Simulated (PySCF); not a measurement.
**ZnF: one state, many levels of theory**

State: ²Σ⁺ (doublet), unpaired electrons σ ↑. Set-up: PySCF, spin-free X2C with a Gaussian nucleus, basis sets Zn jorge-DZP-DKH, F jorge-DZP-DKH. De refers to Zn + F in their high-spin ground configurations, without counterpoise correction. The functionals are run spin-unrestricted. A positive dipole means Zn(−)F(+).

| Level | Re (Å) | ωe (cm⁻¹) | De (eV) | μ (D) |
| --- | --- | --- | --- | --- |
| UHF | 1.783 | 648 | 1.94 | -3.56 |
| UHF-MP2 | 1.779 | 648 | 3.16 | n/a |
| UHF-SCS-MP2 | 1.783 | 643 | 2.91 | n/a |
| UHF-CCSD | 1.783 | 643 | 2.66 | n/a |
| UHF-CCSD(T) | 1.784 | 639 | 2.68 | n/a |
| PBE | 1.795 | 591 | 3.26 | -2.67 |
| revPBE | 1.808 | 575 | 3.07 | -2.72 |
| r²SCAN | 1.772 | 631 | 3.36 | -2.81 |
| PBE0 | 1.780 | 623 | 3.00 | -3.03 |
| M06 | 1.783 | 611 | 2.66 | -3.21 |
| M06-2X | 1.789 | 630 | 2.84 | -3.10 |
| ωB97X | 1.776 | 633 | 2.84 | -3.06 |

Question: Which functional lies closest to UHF-CCSD(T) in De, which farthest, and by how much do they differ from it?

Answer: Closest is M06 (-0.1 pm in Re, -4.4 % in ωe, -0.02 eV in De against UHF-CCSD(T) in the same basis), farthest r²SCAN (-1.2 pm in Re, -1.3 % in ωe, +0.68 eV in De). CCSD(T) converges more slowly with the basis than the functionals do and binds too weakly in this one, so the order can change at the basis-set limit.

Question: What does a quarter of exact exchange do here, going from PBE to PBE0?

Answer: PBE0 less PBE: -1.5 pm in Re, +5.4 % in ωe, -0.26 eV in De. Exact exchange removes part of the self-interaction that spreads semilocal densities, and in most molecules shortens and stiffens the bond and lowers De; so it does here.

Question: What does the step from GGA to meta-GGA do here, going from PBE to r²SCAN?

Answer: r²SCAN less PBE: -2.3 pm in Re, +6.8 % in ωe, +0.10 eV in De. 

Correlated steps freeze 6 core orbitals. Correlated levels converge slowly with the basis: in double zeta they bind strong bonds too weakly, by up to about 1 eV, and carry superposition errors of some tenths. The state is the lowest determinant that a PBE0 search found; another state may lie lower at other levels.

The whole job (state search and all levels along the bond) took about 3 min on 1 thread of AMD EPYC 7R43 64-Core (shared host), peak memory 0.64 GiB.
